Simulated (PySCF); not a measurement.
Level of theory: PySCF with B3LYP-D3(BJ)/def2-TZVP // PBE0-D4/def2-TZVP. Gas-phase values, no solvent. B3LYP has the VWN-RPA correlation part, as in Gaussian. Delta-SCF ions had no search for a lower state. 

Reference species (SMILES): `[F][Ga]([F])[F]` (neutral, multiplicity 1).

```yaml
vertical ionisation energy (Delta-SCF): 14.30 eV
LUMO: -2.78 eV
```

Changed species: `[F][Ga]([Br])[Br]` (2 of 3 F replaced by Br; the reference has 0 of 3 F replaced by Br).

### Question
What does the change do to the vertical ionisation energy (Delta-SCF) and LUMO?

### Answer
the vertical ionisation energy (Delta-SCF) falls by 3.29 eV, to 11.01 eV; the LUMO rises by 0.27 eV, to -2.51 eV.
